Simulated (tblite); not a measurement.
C₃H₈FOSi₂ (doublet state).
Numbering: `[CH3:1][O:2][CH:3]1[SiH2:4][C:5]([F:6])[SiH2:7]1` (hydrogens: H8, H9, H10 on C1; H11 on C3; H12, H13 on Si4; H14, H15 on Si7)

Structure optimised with GFN2-xTB, isolated species. This method treats the open shell by occupation alone, without spin polarisation.

Problem. Give the optimised bond lengths and angles.

Solution. 
```
            bond  length (Å)
           C1–O2       1.397
           O2–C3       1.426
          C3–Si4       1.946
  Si4–C5, C5–Si7       1.887
           C5–F6       1.350
          C3–Si7       1.934
           C1–H8       1.089
   C1–H9, C1–H10       1.099
          C3–H11       1.099
Si4–H12, Si7–H15       1.466
Si4–H13, Si7–H14       1.462
```

Bonds in one row agree within 0.01 Å and their mean is given. A selection of angles:
```
      angle  degrees
   O2–C1–H8    107.1
   O2–C1–H9    111.3
   H8–C1–H9    109.6
  H9–C1–H10    108.2
   C1–O2–C3    113.2
  O2–C3–Si4    114.3
  O2–C3–Si7    110.2
  O2–C3–H11    108.3
 Si4–C3–Si7     96.2
 Si4–C3–H11    113.9
  C3–Si4–C5     81.9
 C3–Si4–H12    116.1
 C3–Si4–H13    114.0
 C5–Si4–H12    118.4
 C5–Si4–H13    114.4
H12–Si4–H13    109.9
  Si4–C5–F6    128.8
 Si4–C5–Si7     99.9
 C5–Si7–H14    116.3
 C5–Si7–H15    116.1
H14–Si7–H15    110.8
```

Torsions: C1–O2–C3–Si4 -75° (synclinal); O2–C3–Si4–C5 -117° (anticlinal); C3–Si4–C5–F6 -163° (antiperiplanar); Si4–C5–Si7–C3 -2° (synperiplanar); O2–C3–Si7–C5 120° (anticlinal). The mirror-image conformer, all signs reversed, is as good.

The 4-membered ring C3–Si4–C5–Si7 has internal angles of 81.9° to 99.9°; it is almost planar, 0.01 Å rms from its mean plane, widest ring torsion 2°. O2 (oxygen bonded to 2 C) is bent (angle 113.2°). The C–O distances run from 1.397 Å (C1–O2, drawn single) to 1.426 Å (O2–C3, drawn single), a spread of 0.029 Å. Si4 (silicon bonded to 2 C and 2 H) has angles from 81.9° to 118.4°. The 4 C–Si bonds span 1.885 Å (Si4–C5, drawn single) to 1.946 Å (C3–Si4, drawn single), a spread of 0.061 Å. C5 (carbon bonded to F and 2 Si) is almost planar (angles 129.3°, 128.8° and 99.9°, sum 358.0°, 0.13 Å off the plane of its three neighbours). Of the pairs four or more bonds apart, Si4···H9 is among the closest relative to their van der Waals radii: 2.94 Å, 89 % of the sum of Bondi's values.

Point group: C1 (no symmetry element, even within 0.4 Å). Its GFN2-xTB frequencies are all real (lowest 47 cm⁻¹).

All values are computed, not measured.
